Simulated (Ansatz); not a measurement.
Basis sets compared for SiMe2(SiMe3)2 (C₈H₂₄Si₃). Charge 0, multiplicity 1. Geometry PBE-D4/def2-SVP. Ansatz on 4 threads of AMD EPYC 9B45 on a shared host; times are rough, and most runs start from earlier orbitals.

Cartesian coordinates in Å:
```
Si 0.830 0.506 -0.250
C 0.887 2.000 -1.440
H -0.127 2.247 -1.819
H 1.535 1.789 -2.316
H 1.288 2.900 -0.929
C 2.600 0.144 0.376
H 3.280 -0.087 -0.470
H 2.609 -0.722 1.068
H 3.017 1.018 0.919
Si -0.015 -1.364 -1.414
C -0.517 -2.737 -0.196
C -1.538 -0.841 -2.426
C 1.310 -2.045 -2.598
H -0.865 -3.640 -0.741
H -1.342 -2.403 0.467
H 0.334 -3.037 0.449
H -2.332 -0.422 -1.775
H -1.271 -0.067 -3.175
H -1.967 -1.708 -2.972
H 1.628 -1.274 -3.331
H 2.212 -2.377 -2.044
H 0.922 -2.916 -3.168
Si -0.556 1.009 1.591
C -2.386 0.994 1.066
C -0.289 -0.285 2.960
C -0.126 2.731 2.278
H -3.043 1.279 1.914
H -2.695 -0.014 0.721
H -2.573 1.707 0.236
H -0.521 -1.308 2.600
H 0.763 -0.280 3.311
H -0.940 -0.074 3.835
H 0.932 2.778 2.607
H -0.278 3.518 1.512
H -0.765 2.979 3.153
```

Binding counts from free atoms (Si triplet, C triplet, H doublet) in the same basis, without a counterpoise term.

```tsv
level	functions	energy (Eh)	HOMO (eV)	LUMO (eV)	binding per atom (eV)	wall time
PBE-D4/def2-SVP	286	-1186.4805	-5.39	-0.02	3.99	2.4 s
PBE0-D4/def2-SVP	286	-1186.6472	-6.49	0.74	3.96	4.5 s
```

(1) Estimate the rows for PBE-D4/def2-TZVP, PBE0-D4/def2-TZVP.

## Answers

(1) 
```
            level  functions  energy (Eh)  HOMO (eV)  LUMO (eV)  binding per atom (eV)  wall time
 PBE-D4/def2-TZVP        503   -1187.1387      -5.46      -0.41                   3.97        5 s
PBE0-D4/def2-TZVP        503   -1187.2901      -6.51       0.37                   3.94       19 s
```
